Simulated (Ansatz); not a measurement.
A run for Ansatz (a quantum-chemistry and plane-wave program): R-r2SCAN/def2-TZVPP on CH4Si (SMILES C[SiH]), a point of a torsion scan.

Ansatz 0.2 input:
```yaml
crystal:
  periodic: [false, false, false]
  atoms:
    - {symbol: C, position_ang: [-0.54661363, 0.04442207, -0.00519554]}
    - {symbol: Si, position_ang: [1.23670376, 0.75027114, -0.03629137]}
    - {symbol: H, position_ang: [-0.67398183, -0.67025355, -0.81822153]}
    - {symbol: H, position_ang: [-1.32726449, 0.79964815, -0.10413160]}
    - {symbol: H, position_ang: [-0.73530329, -0.50135282, 0.91839219]}
    - {symbol: H, position_ang: [0.95707861, 2.05568000, -0.71323167]}
basis:
  gaussian:
    orbitals: def2-TZVPP
hamiltonian:
  xc: {name: r2SCAN}
scf: {lower_state_search: off}
```

Program output:

```
WARN ansatz: RAYON_NUM_THREADS=1 ignored (pool sized by the plan → 1); use --threads N
Functional definition: r2SCAN
these checks for a lower state are left out or cut short: stability, starts, cluster_reference, orbital_swaps, neighbouring_geometries, increment
integrals: 0.04 GiB planned
704 factors; their error is unknown
mean field: 0.35 GiB planned
mean field evaluation 1: about -8969.5419 eV, gradient 5.7e1 eV
mean field evaluation 2: about -8958.1528 eV, gradient 7.8e1 eV
mean field evaluation 4: about -8976.9611 eV, gradient 3.0e0 eV
mean field evaluation 8: about -8976.9665 eV, gradient 3.4e-1 eV
mean field evaluation 16: about -8976.9667 eV, gradient 5.8e-6 eV
mean field -8976.96669191 eV, -329.8974411213 hartree, gradient 6.2e-6 eV, S^2 0.000000; 0 other end points of the search recorded, 0 dependent functions left out
reference -8976.96670191 eV, -329.8974414885 hartree; 12, 12 occupied and 117, 117 virtual orbitals, 704 factors
Total energy: -8976.96670191 eV, -329.8974414885 hartree
Checks for a lower state left out: stability, starts, cluster_reference, orbital_swaps, neighbouring_geometries, increment
```

The calculation finished and met its thresholds.

Cost: roughly 1.4 core-seconds.
